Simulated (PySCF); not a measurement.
# What a mistake does to a calculation on AlCGeH6O cation

These are calculations, not measurements. They come from PySCF 2.14.0, an open-source quantum chemistry program, on an isolated molecule that a program drew, which may never have been made. The molecule is AlCGeH6O cation (charge +1, singlet), drawn as the SMILES string `[CH3][GeH+][O][AlH2]`.

Each row is a Hartree-Fock (HF) and frozen-core CCSD(T) single point in the cc-pV(D+d)Z basis, meant for a local HF minimum. Run 1 is clean. Each other run has one planted mistake out of seven kinds, and not every kind appears here: one electron removed, one electron added, multiplicity raised by two, geometry at a saddle point, minimal basis STO-3G, one bond length entered in bohr, all coordinates scaled. The reference is restricted for singlets and unrestricted otherwise, and also for a bond in bohr. Adding or removing an electron swaps singlet and doublet. Electrons count all cores. HOMO and LUMO are orbital energies over both spins, the gradient is its largest component, and the lowest frequency (negative if imaginary) is given only where the gradient is small. Bond lengths are over the 9 bonds as drawn. T1 is the CCSD diagnostic: over 0.02 (restricted) or 0.045 (unrestricted) a single reference is doubtful. Germanium has the cc-pVDZ-PP basis, with a core potential (ECP10MDF) in place of its 10 inner electrons, and its 3s, 3p and 3d shells are frozen in CCSD(T).

Geometry of the clean run:
```xyz
10
AlCGeH6O cation, angstrom
C    -1.3267   -1.6062    1.6573
Ge   -0.8873   -1.3391   -0.1866
O    -0.1030    0.0618   -0.6672
Al    0.7183    1.4949   -1.2669
H    -1.0367   -0.7307    2.2347
H    -0.7977   -2.4932    2.0131
H    -2.4009   -1.7850    1.7380
H    -1.1851   -2.3067   -1.3106
H     2.2710    1.3732   -1.2652
H    -0.2490    2.6401   -1.6894
```

| run | electrons | basis functions | <S^2> | HOMO (eV) | LUMO (eV) | gradient (hartree/bohr) | lowest frequency (cm^-1) | mean bond (Å) | longest bond (Å) | T1 | HF (hartree) | CCSD(T) (hartree) | mistake |
|---|---|---|---|---|---|---|---|---|---|---|---|---|---|
| 1 | 64 | 104 | 0.000 | -15.49 | -4.19 | 1.9e-05 | 40 | 1.4719 | 1.914 | 0.0171 | -651.33993 | -651.86650 | no fault |
| 2 | 63 | 104 | 0.843 | -21.39 | -13.34 | 6.6e-02 | - | 1.4719 | 1.914 | 0.0261 | -650.81144 | -651.31407 | one electron removed |
| 3 | 64 | 104 | 0.956 | -15.15 | -5.83 | 3.5e-02 | - | 1.6612 | 3.617 | 0.0262 | -651.23598 | -651.73756 | one bond length entered in bohr |
| 4 | 64 | 104 | 2.034 | -11.95 | -6.99 | 1.5e-01 | - | 1.4719 | 1.914 | 0.0569 | -651.17527 | -651.66727 | ? |
| 5 | 64 | 104 | 0.000 | -15.04 | -4.38 | 4.9e-02 | - | 1.5897 | 2.067 | 0.0223 | -651.28884 | -651.83418 | ? |

**Which mistake was planted in run 4, and what did it cost?**

Electrons, basis and geometry are unchanged, and <S^2> is 2.034, beside S(S+1) = 2.00 for a multiplicity of 3. So the mistake is: multiplicity raised by two. Subtracting run 1 and multiplying by 627.51 kcal/mol a hartree, the energy moved by 103.3 kcal/mol in HF and 125.0 kcal/mol in CCSD(T).

**Which mistake was planted in run 5, and what did it cost?**

The mean and the longest bond both change by the same factor, 1.080, and the gradient is no longer small. So the mistake is: all coordinates scaled. Subtracting run 1 and multiplying by 627.51 kcal/mol a hartree, the energy moved by 32.1 kcal/mol in HF and 20.3 kcal/mol in CCSD(T).

Cautions from the logs. Run 4: T1 is over the limit, so its CCSD(T) energy is less reliable; run 5: T1 is over the limit, so its CCSD(T) energy is less reliable.
